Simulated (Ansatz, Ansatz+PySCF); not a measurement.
```yaml
atoms:
  - { symbol: C, position_ang: [-0.7850, -0.7850, -0.7850] }
  - { symbol: C, position_ang: [-0.7850, -0.7850, 0.7850] }
  - { symbol: C, position_ang: [-0.7850, 0.7850, -0.7850] }
  - { symbol: C, position_ang: [-0.7850, 0.7850, 0.7850] }
  - { symbol: C, position_ang: [0.7850, -0.7850, -0.7850] }
  - { symbol: C, position_ang: [0.7850, -0.7850, 0.7850] }
  - { symbol: C, position_ang: [0.7850, 0.7850, -0.7850] }
  - { symbol: C, position_ang: [0.7850, 0.7850, 0.7850] }
  - { symbol: H, position_ang: [-1.4143, -1.4143, -1.4143] }
  - { symbol: H, position_ang: [-1.4143, -1.4143, 1.4143] }
  - { symbol: H, position_ang: [-1.4143, 1.4143, -1.4143] }
  - { symbol: H, position_ang: [-1.4143, 1.4143, 1.4143] }
  - { symbol: H, position_ang: [1.4143, -1.4143, -1.4143] }
  - { symbol: H, position_ang: [1.4143, -1.4143, 1.4143] }
  - { symbol: H, position_ang: [1.4143, 1.4143, -1.4143] }
  - { symbol: H, position_ang: [1.4143, 1.4143, 1.4143] }
```

Basis set: def2-SVP (spherical functions). Frozen core: 8 orbitals. Charge 0, multiplicity 1.

Computed with Ansatz (development build ahead of 0.2.0); each method stands on the lowest determinant of its kind that the runs found. Restricted open shells among the atoms or ions are ROHF, correlated in semicanonical orbitals with singles.

**Question.** Give the atomization energy at this shape (free ground-state atoms in the same class of orbitals less the molecule, no zero-point energy) of singlet C8H8 by RHF-MP2, RHF.

**Answer.**

```
 method  atomization energy
RHF-MP2            72.71 eV
    RHF            55.57 eV
```
